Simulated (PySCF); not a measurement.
## From computed data to an observable: chemical shift, span and skew from a shielding tensor

Al(CF3)(Cl)2 (CAlCl2F3), SMILES F[C](F)(F)[Al]([Cl])[Cl]. Atoms are numbered in the order given.

```xyz
7

Al    -0.0789     0.1333     0.5422
C      0.1465    -0.3414    -1.3978
F     -0.7087     0.3046    -2.2021
F     -0.0215    -1.6552    -1.6189
F      1.3894    -0.0297    -1.8140
Cl    -1.1585     1.8252     1.0854
Cl     0.8181    -1.0759     1.9765
```
Charge 0, spin multiplicity 1.

The structure is a stationary point at PBE0-D3(BJ)/def2-SVP. The structure was generated by enumeration; whether it is a known compound was not checked.

GIAO shieldings from PBE/pcSseg-1 run with PySCF, non-relativistic, no solvent. The symmetric part of the tensor of F3 has the principal values 114.0, 219.2, 314.5 ppm. The same nucleus in CFCl3 has σ = 133.6 ppm at this level (PySCF, at its B3LYP-D3(BJ)/def2-TZVP geometry). Without spin–orbit terms, shifts of atoms bonded to Cl or Br come out too high.

Work out the isotropic shielding, the ¹⁹F shift against CFCl3, the span and the skew.


σ(iso) = (σ11 + σ22 + σ33)/3 = 215.9 ppm. δ = σ(ref) − σ(iso) = 133.6 − (215.9) = -82.3 ppm.
Span Ω = σ33 − σ11 = 200.5 ppm. Skew κ = 3(σ(iso) − σ22)/Ω = -0.05. Tumbling in solution averages the tensor to δ; in a static solid the shielding alone would spread this spin-1/2 line over Ω.
